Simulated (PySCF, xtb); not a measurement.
Br₂W, SMILES [Br][W][Br] (connectivity only; charge and spin as stated), neutral, multiplicity 5.

Harmonic wavenumbers (cm⁻¹) from GFN2-xTB (xtb 6.7.1) at its own minimum, in rising order: 56, 252, 286.

Q: What does r2SCAN-D4/def2-SVP (PySCF) give at its own minimum? (Estimate from the structure and the level; the computed values follow.)

A: 40, 238, 276. Paired by order, the mean absolute difference is 13 cm⁻¹ and the zero-point energies are 0.8 and 0.8 kcal/mol.
